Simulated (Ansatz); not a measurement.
`[OH][Hf]([SH])([SH])[SH]`, relaxed with RKS PBE0-D4/def2-TZVP in the Gaussian-basis code of Ansatz from a GFN2-xTB geometry. The force threshold is 0.005 eV/Å; the program also tests the step.

Charge 0, multiplicity 1. Hf: def2 effective core potential.

Start:

```xyz
9

O    -0.017   -1.351   -1.325
Hf   -0.016   -0.095    0.066
S    -0.298    2.260    0.761
S    -2.309   -0.818    0.771
S     2.476    0.005    0.008
H    -0.777   -1.936   -1.428
H     0.978    2.609    0.659
H    -2.624    0.366    1.289
H     2.588   -1.040   -0.800
```

```tsv
step	energy (eV)	largest force (eV/Å)	largest move (Å)
1	-35918.1697	1.317	0.000
2	-35918.5240	0.467	0.195
3	-35918.7963	0.487	0.193
4	-35919.0724	0.588	0.196
5	-35919.2959	0.385	0.200
6	-35919.4318	0.195	0.200
7	-35919.4906	0.339	0.200
8	-35919.5218	0.202	0.200
9	-35919.5259	0.199	0.200
10 (rejected)	-35919.5142	0.509	0.195
11	-35919.5332	0.106	0.096
14	-35919.5354	0.019	0.054
17	-35919.5367	0.087	0.065
20	-35919.5388	0.078	0.046
23	-35919.5415	0.057	0.075
26 (rejected)	-35919.5418	0.153	0.081
29	-35919.5434	0.055	0.049
32	-35919.5441	0.049	0.037
35	-35919.5445	0.032	0.027
38	-35919.5449	0.022	0.015
41	-35919.5452	0.034	0.008
44	-35919.5453	0.016	0.005
46	-35919.5453	0.005	0.005
```

End:

```xyz
9

O    -0.604   -1.058   -1.791
Hf   -0.218   -0.195   -0.152
S    -0.098    2.208   -0.579
S    -1.942   -0.796    1.463
S     1.896   -0.884    0.866
H    -0.562   -1.614   -2.564
H     0.507    2.391    0.612
H    -1.578    0.229    2.259
H     2.599   -0.280   -0.113
```

Run time 4.3 min (4 threads of an Arm Neoverse V1 on a shared host); peak host memory 0.68 GiB.
